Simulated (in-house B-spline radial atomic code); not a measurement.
Radial electron density of As, [Ar] 3d10 4s2 4p3. Level of theory: Dirac-Kohn-Sham BHandHLYP, spherical fractional occupations, Fermi nucleus of rms radius 4.0968 fm; calculated with an all-electron radial atomic-structure program (B-spline basis).

Caution: exact exchange at fractional occupations of open shells leaves self-interaction of up to several eV.

Columns: r (bohr), 4πr²n(r) (electrons per bohr), bar.

```
 0.00169   0.9572 #
 0.00207    1.384 #
 0.00255     2.01 ##
 0.00312    2.863 ###
 0.00383    4.068 ####
 0.00471    5.735 #####
 0.00578    7.952 #######
 0.00709    10.84 ##########
 0.00871    14.53 ##############
  0.0107    19.01 ##################
  0.0131    24.06 ######################
  0.0161    29.52 ###########################
  0.0198     34.7 ################################
  0.0243    38.71 ####################################
  0.0298    40.74 ######################################
  0.0366     40.3 ######################################
  0.0449    37.74 ###################################
  0.0551    34.56 ################################
  0.0676    33.08 ###############################
   0.083    35.22 #################################
   0.102    40.75 ######################################
   0.125    46.29 ###########################################
   0.154    47.27 ############################################
   0.188    41.56 #######################################
   0.231     31.9 ##############################
   0.284    25.15 #######################
   0.349    25.43 ########################
   0.428    29.54 ###########################
   0.525    30.66 #############################
   0.645    25.51 ########################
   0.792    16.86 ################
   0.972    9.352 #########
    1.19    5.152 #####
    1.46    3.491 ###
     1.8    2.834 ###
    2.21    2.219 ##
    2.71    1.486 #
    3.32   0.8297 #
    4.08   0.3781 
    5.01   0.1393 
    6.15  0.03943 
    7.55 0.008011 
    9.26 0.001099
```

On this grid the curve has 3 maxima, near 0.0298, 0.154, 0.525 bohr.

The 4p1/2 radial function P(r) = rR(r), positive near the nucleus, with its small component Q(r) (sign convention: Q ≈ (P' + κP/r)/2c):

```
r (bohr)          P           Q
 0.00207  0.0006836    0.002159
 0.00312    0.00131    0.003141
 0.00471   0.002583    0.004521
 0.00709   0.005148    0.006375
  0.0107    0.01033    0.008762
  0.0161    0.02034     0.01152
  0.0243    0.03891     0.01423
  0.0366    0.06979     0.01583
  0.0551     0.1129     0.01481
   0.083     0.1541     0.00981
   0.125     0.1525    0.001403
   0.188    0.05385   -0.006351
   0.284    -0.1385   -0.007992
   0.428    -0.2693   -0.002791
   0.645    -0.1416    0.003004
   0.972     0.2246    0.004587
    1.46     0.5702    0.002899
    2.21     0.6507   0.0007403
    3.32     0.4591   -0.000201
    5.01     0.2019  -0.0002436
    7.55     0.0483  -7.962e-05
```
